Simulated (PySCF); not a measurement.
A structure optimised at PBE-D3(BJ)/def2-SVP, used in a PySCF frequency run:

```xyz
12

C      2.3791    -0.1737    -0.3134
Si     0.6155     0.1849     0.2265
O      0.4949     0.5565     1.8580
Cl    -0.0570     1.8032    -0.9346
Si    -0.8655    -1.6001    -0.1439
F     -2.4016    -1.1203     0.1952
H      2.8095    -1.0068     0.2791
H      3.0188     0.7225    -0.1747
H      2.4106    -0.4470    -1.3875
H      0.9575     1.3644     2.1458
H     -0.5418    -2.7905     0.7183
H     -0.8050    -2.0114    -1.5905
```

Task: Write its SMILES and formula.

Result: C[Si@@](O)(Cl)[SiH2]F, CH6ClFOSi2

Task: What are its rotational constants (standard atomic weights)?

Result: 2.0973, 1.2238, 1.0401 GHz
